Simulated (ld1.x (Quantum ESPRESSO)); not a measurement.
Reading a pseudo-wave (technetium)

Columns: radius, all-electron u(r) and pseudo u(r) of the 4d shell (level -6.66 eV) of technetium in the configuration [Kr] 4d5 5s2 5p0; PBE, scalar-relativistic, TM scheme, ld1.x (Quantum ESPRESSO) 7.5.

| r (bohr) | all-electron | pseudo |
| --- | --- | --- |
| 0.182 | 0.3317 | -0.0156 |
| 0.365 | 0.2807 | -0.1097 |
| 0.548 | -0.0968 | -0.2960 |
| 0.730 | -0.4438 | -0.5128 |
| 0.912 | -0.6688 | -0.6858 |
| 1.095 | -0.7787 | -0.7812 |
| 1.277 | -0.8061 | -0.8062 |
| 1.460 | -0.7839 | -0.7839 |
| 1.642 | -0.7353 | -0.7353 |
| 1.825 | -0.6747 | -0.6747 |
| 2.007 | -0.6110 | -0.6110 |
| 2.190 | -0.5483 | -0.5483 |
| 2.372 | -0.4896 | -0.4896 |
| 2.555 | -0.4353 | -0.4353 |
| 2.738 | -0.3860 | -0.3860 |
| 2.920 | -0.3419 | -0.3419 |
| 3.102 | -0.3023 | -0.3023 |
| 3.285 | -0.2667 | -0.2667 |
| 3.468 | -0.2351 | -0.2351 |
| 3.650 | -0.2072 | -0.2072 |
| 3.832 | -0.1824 | -0.1824 |
| 4.015 | -0.1604 | -0.1604 |
| 4.198 | -0.1410 | -0.1410 |
| 4.380 | -0.1239 | -0.1239 |
| 4.562 | -0.1089 | -0.1089 |
| 4.745 | -0.0957 | -0.0957 |

How many radial nodes do the two functions have?

The all-electron 4d function has n − l − 1 = 1; the pseudo-wave has 0, since the states of the same l below it are removed with the core.

At about which radius was the pseudo-wave matched?

1.45 bohr, where the columns begin to agree (steps of 0.18 bohr).

Is the pseudo-wave norm-conserving?

Yes: the TM scheme keeps the norm inside the radius equal to the all-electron one, which fixes the energy derivative of the logarithmic derivative at the level.
